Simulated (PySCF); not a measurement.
# MF₄ across group 14

Level: PBE, basis family def2-TZVP, no relativity.

Each entry is the lowest minimum that a search over a few typed start shapes (and spin states, where more than one is plausible) found, or that minimum re-optimised at the stated level; isomers with ligand–ligand bonds, or fragments after loss of a ligand pair, can lie lower. Open shells are unrestricted; no spin–orbit coupling; PySCF with density fitting.

```
molecule  2S+1  point group  mean bond to the central atom (Å)  lowest ω (cm⁻¹)  highest ω (cm⁻¹)  atomisation (kJ/mol)
     CF₄     1           Td                              1.337              412              1199                  2112
    SiF₄     1           Td                              1.580              252               989                  2390
    GeF₄     1           Td                              1.716              188               749                  1959
```

The bond lengthens at every step; the largest change, 0.243 Å, falls between CF₄ and SiF₄ among the members listed.

Left out of the table are members whose search was unfinished or whose lowest solution was spin-contaminated, unstable, very soft or bonded differently.
